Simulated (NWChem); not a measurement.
System: PbCl2, singlet; SMILES [Cl][Pb][Cl]

The following NWChem deck was run.

```
start job
memory heap 200 mb stack 900 mb global 1100 mb
geometry units angstroms noautoz
  Pb     0.000000     0.000000     0.469742
  Cl    -1.906325     0.000000    -1.121419
  Cl     1.906325     0.000000    -1.121419
end
basis spherical
  * library def2-svpd
end
ecp
  Pb library def2-ecp
end
dft
  xc pbe0
  iterations 150
end
tddft
  cis
  nroots 6
  notriplet
end
task tddft energy
```

Parts of the log:

```
             Northwest Computational Chemistry Package (NWChem) 7.3.0
             --------------------------------------------------------

 C2V symmetry detected

                             Geometry "geometry" -> ""
                             -------------------------

 Output coordinates in angstroms (scale by  1.889725989 to convert to a.u.)

  No.       Tag          Charge          X              Y              Z
 ---- ---------------- ---------- -------------- -------------- --------------
    1 Pb                  82.0000     0.00000000     0.00000000     0.46637478
    2 Cl                  17.0000    -1.90632500     0.00000000    -1.12478622
    3 Cl                  17.0000     1.90632500     0.00000000    -1.12478622

 Effective nuclear repulsion energy (a.u.)     634.2627621834

      Symmetry information
      --------------------

 Group name             C2v
 Group number             16
 Group order               4
 No. of unique centers     2

                                 NWChem DFT Module
                                 -----------------

 Summary of "ao basis" -> "ao basis" (spherical)
 ------------------------------------------------------------------------------
       Tag                 Description            Shells   Functions and Types
 ---------------- ------------------------------  ------  ---------------------
 Pb                        def2-svpd                12       32   5s4p3d
 Cl                        def2-svpd                11       27   5s4p2d

      Symmetry analysis of basis
      --------------------------

        a1         34
        a2         11
        b1         26
        b2         15

            General Information
            -------------------
          SCF calculation type: DFT
          Wavefunction type:  closed shell.
          No. of atoms     :     3
          No. of electrons :    56
           Alpha electrons :    28
            Beta electrons :    28
          Charge           :     0
          Spin multiplicity:     1
          Use of symmetry is: off; symmetry adaption is: on
          Maximum number of iterations: 150
          AO basis - number of functions:    86
                     number of shells:    34
          Convergence on energy requested:  1.00D-06
          Convergence on density requested:  1.00D-05
          Convergence on gradient requested:  5.00D-04

              XC Information
              --------------
                         PBE0 Method XC Functional
                     Hartree-Fock (Exact) Exchange  0.250
          PerdewBurkeErnzerhof Exchange Functional  0.750
            Perdew 1991 LDA Correlation Functional  1.000 local
           PerdewBurkeErnz. Correlation Functional  1.000 non-local

             Grid Information
             ----------------
          Grid used for XC integration:  medium
          Radial quadrature: Mura-Knowles
          Angular quadrature: Lebedev.
          Tag              B.-S. Rad. Rad. Pts. Rad. Cut. Ang. Pts.
          ---              ---------- --------- --------- ---------
          Pb                  1.80      123          12.0       590
          Cl                  1.00       88          13.0       590
          Grid pruning is: on
          Number of quadrature shells:   299
          Spatial weights used:  Erf1

      Superposition of Atomic Density Guess
      -------------------------------------

 Sum of atomic energies:       -1138.01902582

      Non-variational initial energy
      ------------------------------

 Total energy =   -1110.503877
 1-e energy   =   -2003.507822
 2-e energy   =     693.485795
 HOMO         =      -0.334688
 LUMO         =      -0.048540

      Symmetry analysis of molecular orbitals - initial
      -------------------------------------------------

  Numbering of irreducible representations:

     1 a1          2 a2          3 b1          4 b2

  Orbital symmetries:

     1 a1          2 b1          3 a1          4 b1          5 a1
     6 b1          7 a1          8 b2          9 b1         10 a2
    11 a1         12 b1         13 a1         14 b2         15 a1
    16 b1         17 a1         18 a2         19 b2         20 a1
    21 b1         22 a1         23 b1         24 a1         25 b2
    26 a2         27 b1         28 a1         29 b2         30 a1
    31 b1         32 a1         33 b1         34 a1         35 a1
    36 b2         37 b2         38 b1

 !! scf_movecs_sym_adapt:    2 vectors were symmetry contaminated

  Symmetry fudging

[...]

                                NWChem TDDFT Module
                                -------------------

            General Information
            -------------------
           No. of orbitals :     172
            Alpha orbitals :      86
             Beta orbitals :      86
        Alpha frozen cores :       0
         Beta frozen cores :       0
     Alpha frozen virtuals :       0
      Beta frozen virtuals :       0
         Spin multiplicity :       1
    Number of AO functions :      86
        Use of symmetry is : off
      Symmetry adaption is : on
         Schwarz screening :  0.10D-07

              XC Information
              --------------
                  PBE0 Method XC Functional
              Hartree-Fock (Exact) Exchange   0.25
   PerdewBurkeErnzerhof Exchange Functional   0.75
     Perdew 1991 LDA Correlation Functional   1.00 local
    PerdewBurkeErnz. Correlation Functional   1.00 non-local

             TDDFT Information
             -----------------
          Calculation type : Tamm-Dancoff TDDFT
         Wavefunction type : Restricted singlets
          No. of electrons :      56
           Alpha electrons :      28
            Beta electrons :      28
              No. of roots :       6
          Max subspacesize :    5200
            Max iterations :     100
               Target root :       1
           Target symmetry : none
      Symmetry restriction : off
                 Algorithm : Optimal
        Davidson threshold :  0.10D-03

    6 smallest eigenvalue differences (eV)
--------------------------------------------------------
  No. Spin  Occ  Vir  Irrep   E(Occ)    E(Vir)   E(Diff)
--------------------------------------------------------
    1    1   28   29 b2       -0.307    -0.121     5.044
    2    1   27   29 a2       -0.315    -0.121     5.261
    3    1   26   29 b1       -0.322    -0.121     5.466
    4    1   25   29 a1       -0.337    -0.121     5.862
    5    1   24   29 b2       -0.342    -0.121     6.018
    6    1   23   29 a2       -0.369    -0.121     6.742
--------------------------------------------------------

  Entering Davidson iterations
  Restricted singlet excited states

  Iter   NTrls   NConv    DeltaV     DeltaE      Time
  ----  ------  ------  ---------  ---------  ---------
    1      6       0     0.11E+00   0.10+100       10.5
    2     12       0     0.18E-01   0.18E-01       10.5
    3     18       0     0.41E-02   0.49E-03       10.2
    4     24       1     0.16E-02   0.29E-04       10.0
    5     29       4     0.79E-03   0.67E-05        9.3
    6     31       5     0.13E-03   0.62E-06        6.9
    7     32       6     0.68E-04   0.24E-07        6.3
  ----  ------  ------  ---------  ---------  ---------
  Convergence criterion met

  Ground state a1      -1112.808742910954 a.u.

  ----------------------------------------------------------------------------
  Root   1 singlet b2             0.142449067 a.u.                3.8762 eV
  ----------------------------------------------------------------------------
     Transition Moments    X -0.00000   Y  0.36981   Z  0.00000
     Dipole Oscillator Strength                    0.0129872871
     Electric Quadrupole                           0.0000000522
     Magnetic Dipole                               0.0000014275
     Total Oscillator Strength                     0.0129887668

     Occ.   24  a1  ---  Virt.   29  b2      -0.09046
     Occ.   28  a1  ---  Virt.   29  b2       0.99269
  ----------------------------------------------------------------------------
  Root   2 singlet a2             0.146233252 a.u.                3.9792 eV
  ----------------------------------------------------------------------------
     Transition Moments    X  0.00000   Y -0.00000   Z  0.00000
     Dipole Oscillator Strength                    0.0000000000
     Electric Quadrupole                           0.0000000006
     Magnetic Dipole                               0.0000002007
     Total Oscillator Strength                     0.0000002013

     Occ.   27  b1  ---  Virt.   29  b2       0.99896
  ----------------------------------------------------------------------------
  Root   3 singlet b1             0.166117803 a.u.                4.5203 eV
  ----------------------------------------------------------------------------
     Transition Moments    X -0.49668   Y -0.00000   Z  0.00000
     Dipole Oscillator Strength                    0.0273197121
     Electric Quadrupole                           0.0000000909
     Magnetic Dipole                               0.0000000022
     Total Oscillator Strength                     0.0273198052

     Occ.   23  b1  ---  Virt.   30  a1       0.09372
     Occ.   26  a2  ---  Virt.   29  b2       0.95671
     Occ.   27  b1  ---  Virt.   30  a1       0.16697
     Occ.   28  a1  ---  Virt.   31  b1       0.20152
  ----------------------------------------------------------------------------
  Root   4 singlet b2             0.175229694 a.u.                4.7682 eV
  ----------------------------------------------------------------------------
     Transition Moments    X -0.00000   Y  0.32969   Z  0.00000
     Dipole Oscillator Strength                    0.0126980466
     Electric Quadrupole                           0.0000000743
     Magnetic Dipole                               0.0000006044
     Total Oscillator Strength                     0.0126987253

[...]
```

Level: PBE0/def2-SVPD with def2 effective core potentials on Pb, TDA. Low-valent species are run as closed-shell singlets; no triplet was tried in these runs. The geometry was optimised at PBE0/def2-SVP. No frequency run checked for a minimum. def2 effective core potentials on Pb; no spin-orbit coupling.
